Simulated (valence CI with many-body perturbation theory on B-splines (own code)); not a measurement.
Cr³⁺: electric-dipole lines

Method: valence CI with perturbative core correlation (CI+MBPT): three valence electrons over a frozen Dirac-Fock core [Ar], a basis of 7 s, 7 p, 8 d, 6 f, 4 g, 1 h functions for each j, with the one-electron correlation potential Σ1 (screened to all orders), the two-electron term Σ2, the three-electron term Σ3, Breit, model QED; selected single and double excitations, second order for the rest, scaled by the run's own slope (own B-spline code, finite nucleus).

Set against measurement, 66 paired levels are off by 1294 cm⁻¹ on average, the worst by 2161. These come from a selection out of Sugar and Corliss, J. Phys. Chem. Ref. Data 6, 317 (1977). Levels without a partner in it may be off by more, other configurations by 1,000 to 8,000 cm⁻¹. The list stops below the first excitations out of the core.

Lines 201 to 250 of 600 in falling wavelength, among levels below 265285 cm⁻¹, chosen from the strongest by gf and those to the six lowest levels. Wavelengths and rates use the calculated energies, so an error of 1000 cm⁻¹ moves a line at 134.2 nm by 1.3 % and its rate by three times that or more. Electric multipoles are in the length gauge, E1 and E2 with the static RPA response of the core. Weak lines are less certain than strong ones. Lines between different terms over intervals too small for the method are left out, as are lines whose strength nearly cancels. Where a level lies close to another of its J and parity, the split of strength between their lines is uncertain. The highest levels of a list are the least certain.

Names give the largest LS component (configuration and term), which can be under half, so a name can repeat, a term be missing and a line seem to break the LS rules; names also repeat where a configuration has a term twice. Letters in brackets count levels of one name in rising energy.

| λ vac (nm) | Upper | Lower | A (s⁻¹) | S (a.u.) with core polarisation | S without |
| --- | --- | --- | --- | --- | --- |
| 134.2 | 3d2 4d 4H_11/2 | 3d2 4p 4G°_11/2 | 4.13e+08 | 5.92e+00 | 6.37e+00 |
| 134.2 | 3d2 4d 4G_5/2 | 3d2 4p 4G°_7/2 | 8.23e+07 | 5.89e-01 | 6.34e-01 |
| 134.1 | 3d2 4d 2F_5/2 [a] | 3d2 4p 4F°_3/2 | 8.51e+07 | 6.08e-01 | 6.53e-01 |
| 134.1 | 3d2 4d 4D_7/2 [a] | 3d2 4p 4F°_9/2 | 5.99e+08 | 5.71e+00 | 6.13e+00 |
| 134.1 | 3d2 4d 2D_5/2 [c] | 3d2 4p 2D°_5/2 [c] | 1.94e+08 | 1.39e+00 | 1.48e+00 |
| 134.0 | 3d2 4d 4D_5/2 [a] | 3d2 4p 4F°_7/2 | 6.29e+08 | 4.48e+00 | 4.81e+00 |
| 134.0 | 3d2 4d 2I_11/2 | 3d2 4p 2H°_9/2 | 2.22e+09 | 3.16e+01 | 3.39e+01 |
| 133.9 | 3d2 4d 2G_7/2 [b] | 3d2 4p 2D°_5/2 [b] | 7.45e+07 | 7.06e-01 | 7.54e-01 |
| 133.9 | 3d2 4d 2H_9/2 [a] | 3d2 4p 2G°_7/2 [a] | 2.16e+09 | 2.56e+01 | 2.72e+01 |
| 133.8 | 3d2 4d 2F_5/2 [b] | 3d2 4p 2F°_5/2 [b] | 6.92e+08 | 4.91e+00 | 5.23e+00 |
| 133.7 | 3d2 4d 2P_1/2 [a] | 3d2 4p 2D°_3/2 [a] | 9.39e+08 | 2.22e+00 | 2.37e+00 |
| 133.7 | 3d2 4d 4D_3/2 [a] | 3d2 4p 4F°_5/2 | 6.94e+08 | 3.27e+00 | 3.52e+00 |
| 133.7 | 3d2 4d 4G_7/2 | 3d2 4p 4G°_7/2 | 5.88e+08 | 5.54e+00 | 5.97e+00 |
| 133.6 | 3d2 4d 2H_11/2 [a] | 3d2 4p 2G°_9/2 [a] | 2.20e+09 | 3.10e+01 | 3.31e+01 |
| 133.6 | 3d2 4d 4G_11/2 | 3d2 4p 4G°_9/2 | 2.66e+08 | 3.75e+00 | 4.03e+00 |
| 133.5 | 3d2 4d 4H_13/2 | 3d2 4p 4G°_11/2 | 2.30e+09 | 3.78e+01 | 4.06e+01 |
| 133.5 | 3d2 4d 4H_9/2 | 3d2 4p 4G°_9/2 | 5.15e+08 | 6.04e+00 | 6.50e+00 |
| 133.3 | 3d2 4d 4D_1/2 [a] | 3d2 4p 4F°_3/2 | 9.00e+08 | 2.11e+00 | 2.26e+00 |
| 133.3 | 3d2 4d 2P_3/2 [b] | 3d2 4p 2P°_3/2 [a] | 4.84e+08 | 2.26e+00 | 2.43e+00 |
| 133.3 | 3d2 4d 2P_3/2 [a] | 3d2 4p 4D°_5/2 [a] | 3.78e+08 | 1.77e+00 | 1.89e+00 |
| 133.2 | 3d2 4d 2P_1/2 [b] | 3d2 4p 2P°_1/2 [a] | 8.47e+08 | 1.98e+00 | 2.12e+00 |
| 133.2 | 3d2 4d 2F_7/2 [c] | 3d2 4p 2G°_9/2 [b] | 2.27e+08 | 2.12e+00 | 2.30e+00 |
| 133.2 | 3d2 4d 4G_5/2 | 3d2 4p 4G°_5/2 | 8.63e+08 | 6.04e+00 | 6.50e+00 |
| 133.2 | 3d2 4d 2F_5/2 [b] | 3d2 4p 2P°_3/2 [a] | 6.89e+07 | 4.82e-01 | 5.16e-01 |
| 133.2 | 3d2 4d 4D_5/2 [a] | 3d2 4p 4F°_5/2 | 9.17e+07 | 6.41e-01 | 6.88e-01 |
| 133.2 | 3d2 4d 2G_7/2 [c] | 3d2 4p 2H°_9/2 | 2.19e+08 | 2.04e+00 | 2.17e+00 |
| 133.1 | 3d2 4d 2F_5/2 [c] | 3d2 4p 2G°_7/2 [b] | 3.15e+08 | 2.20e+00 | 2.36e+00 |
| 133.1 | 3d2 4d 4G_9/2 | 3d2 4p 4G°_7/2 | 3.29e+08 | 3.83e+00 | 4.11e+00 |
| 133.0 | 3d2 4d 4D_3/2 [a] | 3d2 4p 4F°_3/2 | 1.23e+08 | 5.70e-01 | 6.12e-01 |
| 132.9 | 3d2 4d 4H_7/2 | 3d2 4p 4G°_7/2 | 4.19e+08 | 3.88e+00 | 4.18e+00 |
| 132.8 | 3d2 4d 4H_11/2 | 3d2 4p 4G°_9/2 | 1.86e+09 | 2.58e+01 | 2.78e+01 |
| 132.7 | 3d2 4d 4G_7/2 | 3d2 4p 4G°_5/2 | 2.72e+08 | 2.51e+00 | 2.70e+00 |
| 132.4 | 3d2 4d 2P_3/2 [a] | 3d2 4p 2D°_3/2 [a] | 2.11e+08 | 9.69e-01 | 1.04e+00 |
| 132.3 | 3d2 5s 2F_7/2 | 3d2 4p 2G°_9/2 [b] | 7.98e+07 | 7.30e-01 | 7.35e-01 |
| 132.3 | 3d2 4d 4H_9/2 | 3d2 4p 4G°_7/2 | 1.74e+09 | 1.99e+01 | 2.14e+01 |
| 131.9 | 3d2 4d 4P_3/2 [a] | 3d2 4p 2D°_5/2 [a] | 5.98e+08 | 2.71e+00 | 2.90e+00 |
| 131.9 | 3d2 4d 4H_7/2 | 3d2 4p 4G°_5/2 | 1.84e+09 | 1.66e+01 | 1.79e+01 |
| 131.6 | 3d2 4d 4F_7/2 [b] | 3d2 4p 4D°_7/2 [b] | 1.04e+08 | 9.35e-01 | 1.01e+00 |
| 131.5 | 3d2 4d 4F_7/2 [b] | 3d2 4p 2D°_5/2 [b] | 2.92e+08 | 2.62e+00 | 2.82e+00 |
| 131.5 | 3d2 4d 4P_1/2 [a] | 3d2 4p 4D°_3/2 [a] | 7.58e+08 | 1.70e+00 | 1.82e+00 |
| 131.4 | 3d2 5s 4F_9/2 | 3d2 4p 4D°_7/2 [b] | 7.05e+08 | 7.89e+00 | 8.36e+00 |
| 131.3 | 3d2 4d 4D_5/2 [b] | 3d2 4p 4D°_7/2 [b] | 7.54e+07 | 5.05e-01 | 5.41e-01 |
| 131.1 | 3d 4s2 2D_3/2 | 3d2 4p 2D°_3/2 [b] | 3.95e+08 | 1.76e+00 | 1.89e+00 |
| 131.1 | 3d2 4d 4F_5/2 [b] | 3d2 4p 2D°_3/2 [b] | 1.91e+08 | 1.27e+00 | 1.37e+00 |
| 131.1 | 3d2 4d 2P_3/2 [a] | 3d2 4p 2F°_5/2 [a] | 1.72e+08 | 7.63e-01 | 8.17e-01 |
| 131.1 | 3d2 4d 4F_9/2 [b] | 3d2 4p 4D°_7/2 [b] | 1.38e+09 | 1.53e+01 | 1.65e+01 |
| 131.0 | 3d2 4d 2G_9/2 [a] | 3d2 4p 4D°_7/2 [a] | 2.14e+08 | 2.37e+00 | 2.54e+00 |
| 131.0 | 3d2 4d 4P_3/2 [a] | 3d2 4p 4D°_3/2 [a] | 3.59e+08 | 1.59e+00 | 1.70e+00 |
| 131.0 | 3d2 4d 2G_7/2 [a] | 3d2 4p 4D°_5/2 [a] | 1.88e+08 | 1.66e+00 | 1.78e+00 |
| 130.9 | 3d2 5s 4F_7/2 | 3d2 4p 4D°_5/2 [b] | 2.05e+08 | 1.82e+00 | 1.91e+00 |
